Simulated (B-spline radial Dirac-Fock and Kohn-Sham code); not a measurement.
## Satellites and hypersatellites of the K lines of Ho

System: the free holmium atom, configuration 1s2 2s2 2p6 3s2 3p6 3d10 4s2 4p6 4d10 4f11 5s2 5p6 6s2.

Input file task.json (cfg lists n, l and occupation; rrms is the nuclear radius in fm):

```json
{"items": [{
  "Z": 67,
  "q": 0,
  "cfg": [[1, 0, 2], [2, 0, 2], [2, 1, 6], [3, 0, 2], [3, 1, 6], [3, 2, 10], [4, 0, 2], [4, 1, 6], [4, 2, 10], [4, 3, 11], [5, 0, 2], [5, 1, 6], [6, 0, 2]],
  "A": 165,
  "rrms": 5.2022,
  "do": ["binding", "quiet", "double"]
}]}
```

Launch: `python xray_run.py task.json out`

Calculated with a B-spline atomic structure program, using Dirac-Fock (average of configuration) total-energy differences with a finite nucleus, the Breit interaction including its frequency dependence, and self-energy and vacuum-polarisation corrections. Each two-hole energy is an average over J within one jj subconfiguration, not an observable level; in light atoms, where LS coupling holds, the j-resolved values are not observed lines, and for a K spectator the Kα1 hypersatellite is nearly forbidden. Correlation and solid-state effects are left out.

Lines without a spectator: Kα2 (K-L2) 46697.1 eV, Kα1 (K-L3) 47544.3 eV, Kβ3 (K-M2) 53689.9 eV, Kβ1 (K-M3) 53869.5 eV. Shifts in eV with one spectator hole (a dash: not computed, or left out as unreliable):

```
spectator hole     Kα2     Kα1      Kβ3      Kβ1
        K (1s)  +848.9  +900.3  +1095.0  +1106.8
    L2 (2p1/2)  +104.2  +137.2        –   +270.4
    L3 (2p3/2)   +85.8   +91.3   +215.3        –
    M2 (3p1/2)       –  +20.57    +41.7    +49.5
    M3 (3p3/2)  +12.47       –    +37.7    +37.8
    M4 (3d3/2)   +4.12   +0.75        –        –
    M5 (3d5/2)   -0.69   +2.72        –        –
```
